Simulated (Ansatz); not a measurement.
The cluster Ag₂Au₄⁺, 6 atoms. Hardware: 4 threads of Arm Neoverse V2 on a shared host.

In the def2 sets Ag, Au take a core potential; there is no spin–orbit coupling. Correlated methods freeze no core orbitals; core or outer-core shells of Au, Ag are correlated, in sets that lack core-valence functions.

Problem. How many basis functions does each of these Ansatz runs have, and roughly what does it cost? PBE-D4/def2-SVP, charge 1 doublet, energy with a search over starts; r2SCANh-D4/def2-TZVP, charge 1 doublet, energy, from earlier orbitals; PBE-D4/def2-TZVP, charge 1 doublet, energy and forces, from earlier orbitals; PBE0-D4/def2-SVP, charge 1 doublet, energy, from earlier orbitals; PBE0-D4/def2-TZVP, charge 1 doublet, energy, from earlier orbitals; PBE-D4/def2-SVP, charge 1 doublet, relaxation, 4 steps; MP2/def2-TZVP, charge 1 doublet, energy, from earlier orbitals; r2SCAN-D4/def2-TZVP, charge 1 doublet, energy, from earlier orbitals; BLYP-D4/def2-TZVP, charge 1 doublet, energy, from earlier orbitals; PBE-D4/def2-SVP, charge 1 doublet, energy, from earlier orbitals; RPA@PBE/def2-TZVP, charge 1 doublet, energy, from earlier orbitals.

Solution. Other jobs shared the machine, so times can vary by a factor of up to 3. A dash marks memory too small to be measured apart from the calling script's.

```csv
run,functions,fitting or Cholesky vectors,wall time,peak host memory (GiB)
"PBE-D4/def2-SVP, charge 1 doublet, energy, from earlier orbitals",190,1844,8.5 s,–
"PBE-D4/def2-TZVP, charge 1 doublet, energy and forces, from earlier orbitals",240,2138,11 s,0.57
"BLYP-D4/def2-TZVP, charge 1 doublet, energy, from earlier orbitals",240,2138,12 s,0.57
"PBE0-D4/def2-SVP, charge 1 doublet, energy, from earlier orbitals",190,1960,13 s,1
"PBE-D4/def2-SVP, charge 1 doublet, energy with a search over starts",190,1844,19 s,–
"PBE0-D4/def2-TZVP, charge 1 doublet, energy, from earlier orbitals",240,2284,19 s,1.4
"PBE-D4/def2-SVP, charge 1 doublet, relaxation, 4 steps",190,1844,20 s,–
"MP2/def2-TZVP, charge 1 doublet, energy, from earlier orbitals",240,2284,22 s,1.2
"r2SCAN-D4/def2-TZVP, charge 1 doublet, energy, from earlier orbitals",240,2138,22 s,0.75
"r2SCANh-D4/def2-TZVP, charge 1 doublet, energy, from earlier orbitals",240,2284,32 s,1.5
"RPA@PBE/def2-TZVP, charge 1 doublet, energy, from earlier orbitals",240,2284,33 s,1.3
```
